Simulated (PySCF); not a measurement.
Job file and geometry (Å, from GFN2-xTB) of an NMR shielding run on `N#C/C=C\C[SiH2]CO[SiH3]`, C₅H₁₁NOSi₂, GIAO PBE0/pcSseg-1 NMR shielding, non-relativistic, gas phase in PySCF 2.14.0, density-fitted response routines; density fitting, a coarse starting grid and PySCF grid level 2 are the driver's defaults:

```
$ OMP_NUM_THREADS=1 python probes_run.py task.json out

{"job": {"kind": "nmr", "xc": "PBE0", "basis": "pcSseg-1"}, "charge": 0, "multiplicity": 1}
N     -1.567796     1.416410    -2.142180
C     -1.520167     1.385603    -0.994632
C     -1.454168     1.345611     0.406949
C     -1.555955     0.204538     1.097584
C     -1.728598    -1.130550     0.489896
Si    -0.038598    -2.034661     0.313652
C      1.130558    -0.889526    -0.662262
O      1.454937     0.149929     0.237749
Si     2.250413     1.531101    -0.059211
H     -1.294680     2.297785     0.893363
H     -1.474100     0.237277     2.175714
H     -2.171066    -1.041335    -0.503574
H     -2.387973    -1.742139     1.105294
H     -0.270308    -3.293739    -0.401603
H      0.537605    -2.263244     1.640813
H      2.048120    -1.391792    -0.982706
H      0.663123    -0.472536    -1.558893
H      2.191926     2.098073     1.280344
H      1.566050     2.338001    -1.070872
H      3.615531     1.265871    -0.522996
```

Question: What does the program print?

Answer: 
```
coarse grid: 17648 points
cycle   1  E = -905.2235451026  dE =  1.009e+00  |g| = 7.546e-01  |ddm| = 4.092e+00
cycle   2  E = -905.0044673456  dE =  2.191e-01  |g| = 1.294e+00  |ddm| = 1.746e+00
cycle   3  E = -905.3318069661  dE = -3.273e-01  |g| = 1.761e-01  |ddm| = 1.205e+00
cycle   4  E = -905.3364404371  dE = -4.633e-03  |g| = 1.060e-01  |ddm| = 1.838e-01
cycle   5  E = -905.3387274235  dE = -2.287e-03  |g| = 2.530e-02  |ddm| = 9.039e-02
cycle   6  E = -905.3388604768  dE = -1.331e-04  |g| = 4.802e-03  |ddm| = 2.308e-02
cycle   7  E = -905.3388653413  dE = -4.864e-06  |g| = 1.338e-03  |ddm| = 4.663e-03
final grid: 161184 points
cycle   8  E = -905.3999771826  dE = -3.075e-05  |g| = 1.059e-02  |ddm| = 3.198e-02
cycle   9  E = -905.3999582976  dE =  1.889e-05  |g| = 1.482e-02  |ddm| = 1.687e-02
cycle  10  E = -905.3999987448  dE = -4.045e-05  |g| = 1.577e-03  |ddm| = 1.011e-02
cycle  11  E = -905.3999992682  dE = -5.234e-07  |g| = 3.936e-04  |ddm| = 1.563e-03
cycle  12  E = -905.3999992905  dE = -2.236e-08  |g| = 2.518e-04  |ddm| = 4.607e-04
cycle  13  E = -905.3999993034  dE = -1.289e-08  |g| = 4.782e-05  |ddm| = 1.928e-04
cycle  14  E = -905.3999993039  dE = -4.650e-10  |g| = 1.633e-05  |ddm| = 4.884e-05
converged SCF energy = -905.3999993039

GIAO shielding tensors (ppm)
atom      isotropic    diamagn.    paramagn.     s11        s22        s33       span
  0 N      -57.749     341.547    -399.296   -212.588   -172.286    211.628    424.216
  1 C       63.234     263.243    -200.008    -52.124    -47.085    288.912    341.036
  2 C       84.743     257.684    -172.942    -15.450    111.663    158.015    173.466
  3 C       21.413     257.538    -236.125   -115.291     13.313    166.217    281.508
  4 C      163.350     254.397     -91.048    142.282    168.821    178.946     36.664
  5 Si     389.895     880.709    -490.814    348.538    399.132    422.014     73.477
  6 C      129.771     251.016    -121.245     99.426    109.052    180.836     81.410
  7 O      338.699     403.008     -64.309    275.153    351.965    388.980    113.828
  8 Si     382.143     882.346    -500.203    333.470    341.074    471.885    138.415
  9 H       26.493      31.022      -4.529     24.291     26.157     29.030      4.738
 10 H       24.611      32.406      -7.795     21.369     25.262     27.202      5.833
 11 H       28.703      32.456      -3.753     24.943     28.581     32.584      7.641
 12 H       29.729      29.119       0.610     25.538     26.952     36.696     11.158
 13 H       27.375      29.021      -1.646     24.069     24.992     33.064      8.995
 14 H       27.446      29.675      -2.229     24.231     25.566     32.542      8.311
 15 H       27.904      30.433      -2.529     23.131     27.106     33.475     10.343
 16 H       27.428      34.615      -7.187     25.741     25.913     30.631      4.889
 17 H       27.011      31.527      -4.516     23.425     25.304     32.304      8.879
 18 H       26.708      31.797      -5.089     22.756     26.743     30.625      7.869
 19 H       26.919      29.970      -3.051     23.476     24.842     32.440      8.964
```

Question: Turn these shieldings into chemical shifts. Chemical shifts δ = σref − σ; $^{15}$N (σref 267.73) vs NH3; TMS for $^{13}$C (σref 186.93) and $^{29}$Si (σref 349.16) and $^{1}$H (σref 31.72); H2O for $^{17}$O (σref 336.08), all at this level.

Answer: Averaging equivalent atoms: N 0: 325.5; C 3: 165.5; C 1: 123.7; C 2: 102.2; C 6: 57.2; C 4: 23.6; Si 8: -33.0; Si 5: -40.7; O 7: -2.6; H 10: 7.11; H 9: 5.22; H 17/18/19: 4.84; H 13/14: 4.31; H 15/16: 4.05; H 11/12: 2.50 ppm. Experimental scales use liquid or dissolved standards, which lie at an offset from isolated NH3 (liquid NH3: subtract about 20 ppm) and H2O (liquid H2O: subtract about 36 ppm). Unscaled 15N shifts of sp2 nitrogen come out 20 to 40 ppm too high even then.

Size and cost of the density-fitted run: 222 basis functions, 61 s wall time on 1 thread of an Arm Neoverse V1, shared host; peak memory 1.1 GiB.
